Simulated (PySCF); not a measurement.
# Atomic charges by several schemes

C6H14OSi.
Geometry (GFN2-xTB, Å), atoms numbered from 1 in this order:
```
atom  x, y, z in Å
C1    -2.894   -0.217   -0.154
C2    -1.484    0.209    0.229
C3    -0.876   -0.708    1.297
O4     0.513   -0.500    1.364
Si5    1.174    0.078   -0.031
C6     2.026    1.748    0.287
C7     2.389   -1.174   -0.786
C8    -0.500    0.206   -0.943
H9    -2.887   -1.222   -0.573
H10   -3.304    0.462   -0.898
H11   -3.547   -0.212    0.716
H12   -1.515    1.222    0.646
H13   -1.063   -1.757    1.040
H14   -1.293   -0.511    2.288
H15    1.325    2.508    0.620
H16    2.787    1.644    1.054
H17    2.513    2.113   -0.610
H18    1.932   -2.145   -0.951
H19    3.236   -1.319   -0.124
H20    2.774   -0.820   -1.736
H21   -0.677   -0.671   -1.567
H22   -0.638    1.084   -1.569
```

Density: PBE0/pcSseg-1 (PySCF); schemes: Mulliken, IAO, Hirshfeld and ESP-fitted. The structure is a single GFN2-xTB conformer in the gas phase; no vibrational or solvent corrections.

Question: Which atoms carry the highest charge in the Mulliken, IAO, Hirshfeld and ESP-fitted schemes?

Answer: All schemes agree: Mulliken Si5 (+1.119); IAO Si5 (+1.261); Hirshfeld Si5 (+0.457); ESP-fitted Si5 (+1.090).

Question: Do the Mulliken, IAO, Hirshfeld and ESP-fitted schemes agree on where the charge is lowest?

Answer: The schemes don't all agree: Mulliken O4 (-0.638); IAO C6 and C7 (-0.740); Hirshfeld O4 (-0.245); ESP-fitted C6 (-0.844).

Question: At which atom do the 4 schemes differ most?

Answer: At C2: from -0.444 (Mulliken) to +0.418 e (ESP-fitted), 0.862 e apart.

Question: Tabulate the Mulliken, IAO, Hirshfeld and ESP-fitted charges.

Answer: In e:

```tsv
atom	environment	Mulliken	IAO	Hirshfeld	ESP-fitted
C1	methyl carbon	-0.186	-0.417	-0.117	-0.628
C2	sp3 CH carbon	-0.444	-0.108	-0.028	+0.418
C3	sp3 carbon bound to oxygen	+0.178	-0.049	+0.001	-0.003
O4	silyl ether oxygen	-0.638	-0.654	-0.245	-0.545
Si5	oxygen-bound silicon	+1.119	+1.261	+0.457	+1.090
C6	Si-methyl carbon	-0.633	-0.740	-0.220	-0.844
C7	Si-methyl carbon	-0.636	-0.740	-0.219	-0.815
C8	sp3 carbon bound to silicon	-0.501	-0.567	-0.173	-0.652
H9	methyl hydrogen	+0.103	+0.135	+0.038	+0.153
H10	methyl hydrogen	+0.116	+0.143	+0.042	+0.168
H11	methyl hydrogen	+0.112	+0.137	+0.040	+0.129
H12	methine hydrogen	+0.127	+0.127	+0.035	-0.013
H13	methylene hydrogen	+0.092	+0.117	+0.031	+0.063
H14	methylene hydrogen	+0.117	+0.140	+0.040	+0.066
H15	methyl hydrogen	+0.136	+0.156	+0.042	+0.190
H16	methyl hydrogen	+0.141	+0.159	+0.043	+0.202
H17	methyl hydrogen	+0.131	+0.153	+0.039	+0.187
H18	methyl hydrogen	+0.136	+0.156	+0.043	+0.189
H19	methyl hydrogen	+0.138	+0.158	+0.042	+0.196
H20	methyl hydrogen	+0.133	+0.154	+0.040	+0.175
H21	methylene hydrogen	+0.126	+0.136	+0.033	+0.142
H22	methylene hydrogen	+0.136	+0.144	+0.035	+0.131
```

Mean size of the charges over all atoms: ESP-fitted 0.318 e, IAO 0.298 e, Mulliken 0.276 e, Hirshfeld 0.091 e. Each set sums to the total charge, 0, to within 0.001 e. The IAO scheme counts the electrons in orthogonalised intrinsic atomic orbitals, a minimal basis polarised so that it spans the occupied orbitals exactly. The Hirshfeld scheme divides the density at each point in proportion to the densities of the neutral, spherically averaged free atoms.

Question: How many electrons does the Mulliken scheme count on C1?

Answer: Z − q = 6 − (-0.186) = 6.186.

Question: How closely do the schemes follow one another over all atoms?

Answer: Correlation coefficient and root-mean-square difference: IAO with Hirshfeld 0.99, 0.283 e; Mulliken with Hirshfeld 0.97, 0.249 e; Mulliken with IAO 0.97, 0.111 e; IAO with ESP-fitted 0.95, 0.139 e; Hirshfeld with ESP-fitted 0.93, 0.310 e; Mulliken with ESP-fitted 0.86, 0.226 e.
